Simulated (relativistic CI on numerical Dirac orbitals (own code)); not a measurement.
**Spin-allowed bands of a d8 ion in an octahedral site, by hand**

Problem. A d8 ion in an octahedral site has a 3A2 ground term and spin-allowed bands at ν1 = 10560 and ν2 = 17201 cm⁻¹ (from a computed ligand-field model). Find Δ and the Racah parameter B, and predict the third band.

Working.
1. The F term splits into A2 (−1.2Δ), T2 (−0.2Δ) and T1 (+0.6Δ), so ν1 = E(T2) − E(A2) = Δ = 10560 cm⁻¹.
2. T1(F) mixes with T1(P), which lies at 15B, through an element 0.4Δ. The two roots, counted from A2, are ν2,3 = ½(15B + 3Δ) ∓ ½√[(15B − Δ)² + 12BΔ].
3. Solving the lower root for B gives B = (2ν1² + ν2² − 3ν1ν2)/(15ν2 − 27ν1) = -26026079/-27105 = 960 cm⁻¹.
4. The sum of the roots is 15B + 3Δ, so ν3 = 15B + 3ν1 − ν2 = 28882 cm⁻¹ (346 nm).

Check. The bands were computed by exact diagonalisation of the d8 shell with B = 960 and Δ = 10560 cm⁻¹, which gives ν3 = 28879 cm⁻¹. C does not enter the terms of highest spin.
